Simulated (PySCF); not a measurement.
B(H)(OMe)(SH) (CH₅BOS), SMILES COBS.

Geometry optimised at B3LYP-D3(BJ)/def2-SVP. One conformer was computed; it need not be the lowest.

All values below come from TDDFT-ωB97X/def2-SVPD run with PySCF.

Vertical excitations.  State labels are in the subgroup Cs.

Computed UV-visible absorptions:
| state | symmetry | energy (eV) | λ (nm) | f | main pairs |
|---|---|---|---|---|---|
| S1 | A" | 6.71 | 185 | 0.012 | HOMO→LUMO 51 %, HOMO→LUMO+4 25 %, HOMO→LUMO+2 11 % |
| S2 | A" | 7.04 | 176 | 0.002 | HOMO−1→LUMO+1 93 % |
| S3 | A' | 7.06 | 176 | 0.126 | HOMO→LUMO+1 89 % |
| S4 | A" | 7.82 | 159 | 0.098 | HOMO→LUMO 30 %, HOMO→LUMO+2 19 %, HOMO→LUMO+3 18 %, HOMO→LUMO+4 17 % |
| S5 | A' | 8.09 | 153 | 0.018 | HOMO−1→LUMO 72 % |
| S6 | A" | 8.64 | 143 | 0.018 | HOMO→LUMO+3 54 %, HOMO→LUMO+2 14 %, HOMO→LUMO+6 9 % |
| S7 | A' | 8.83 | 140 | 0.107 | HOMO−2→LUMO+1 62 %, HOMO−1→LUMO+2 11 % |
| S8 | A" | 8.84 | 140 | 0.001 | HOMO−3→LUMO+1 42 %, HOMO→LUMO+2 26 %, HOMO→LUMO+4 15 % |
| S9 | A" | 8.92 | 139 | 0.001 | HOMO−3→LUMO+1 48 %, HOMO→LUMO+2 16 %, HOMO→LUMO+4 13 % |
| S10 | A' | 9.13 | 136 | 0.041 | HOMO→LUMO+5 83 % |
| T1 | A' | 6.05 | 205 | 0 | HOMO→LUMO+1 96 % |
| T2 | A" | 6.31 | 197 | 0 | HOMO→LUMO 42 %, HOMO→LUMO+4 28 %, HOMO→LUMO+2 12 %, HOMO→LUMO+7 7 % |
| T3 | A" | 6.58 | 188 | 0 | HOMO−1→LUMO+1 90 % |
| T4 | A' | 7.43 | 167 | 0 | HOMO−1→LUMO 41 %, HOMO−1→LUMO+4 22 %, HOMO−1→LUMO+2 11 % |
Triplets are in the Tamm–Dancoff approximation, which puts them higher than full response would, so one can lie above its singlet here.
